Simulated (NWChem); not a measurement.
Species: VOF$_{3}$; SMILES [O]=[V]([F])([F])[F]

Program: NWChem. Pople sets run with spherical d functions. Level PBE/6-31G*: optimisations from one semi-empirical or force-field start; each run changes one setting, and all end within 0.3 mHa of each other.

```
setting                                             optimisation steps
--------------------------------------------------  ------------------
redundant internal coordinates, default thresholds                   3
tight thresholds                                                     7
trust radius 0.05                                                    4
symmetry off                                                         3
loose thresholds                                                     2
```
